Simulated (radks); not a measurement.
The numbers below are computed, except where a source is named.
Question: All-electron atom: Os4+ in [Xe] 4f14 5d3.5 6d0.5 (fractional occupations, a model configuration). Code: a radial shooting solver on a logarithmic mesh with Libxc functionals. Model: scalar-relativistic Kohn-Sham, LDA (Slater exchange, Perdew-Zunger correlation), spin-polarised, spherical densities, finite nucleus; open shells are filled with parallel spins first (spin-orbit coupling, left out, can overturn this in heavy ions); Fermi nuclear charge, rms radius 5.4126 fm. Some entries of the table are withheld. Estimate them.

orbital  occ.  eigenvalue (Ry)  <r^2> (bohr^2)
1s up       1        -5426.807       0.0004341
1s down     1        -5426.807       0.0004341
2s up       1        -948.3648        0.006651
2s down     1        -948.3463        0.006651
2p up       3        -826.8669        0.005535
2p down     3        -826.8514        0.005535
3s up       1        -223.4945         0.04307
3s down     1        -223.4856         0.04307
3p up       3        -187.8030         0.04393
3p down     3        -187.7936         0.04393
3d up       5        -147.7854         0.03639
3d down     5        -147.7716         0.03639
4s up       1        -50.02106          0.2108
4s down     1        -50.00224          0.2108
4p up       3        -38.30379          0.2404
4p down     3        -38.28483          0.2403
4d up       5        -23.73408          0.2772
4d down     5        -23.71129          0.2768
5s up       1        -10.42612           1.118
5s down     1        -10.28795           1.108
4f up       7         -7.53148          0.3801
4f down     7         -7.49503          0.3755
5p up       3         -7.38907           1.479
5p down     3         -7.22057           1.464
5d up     3.5         -3.86406           2.614
5d down     0         -3.66584           2.622
6s up       0         -3.24134           5.756
6s down     0         -3.07286           5.892
6p up       0              (1)           8.040
6p down     0              (2)           8.325
6d up     0.5              (3)           14.58
6d down     0              (4)           15.55
5f up       0         -1.49096           10.46
5f down     0         -1.35598           11.85
7d up       0         -0.90312             (5)
7d down     0         -0.86810             (6)

Answer: 
(1) 6p up eigenvalue (Ry): -2.49413
(2) 6p down eigenvalue (Ry): -2.35094
(3) 6d up eigenvalue (Ry): -1.61778
(4) 6d down eigenvalue (Ry): -1.51673
(5) 7d up <r^2> (bohr^2): 44.00
(6) 7d down <r^2> (bohr^2): 47.20
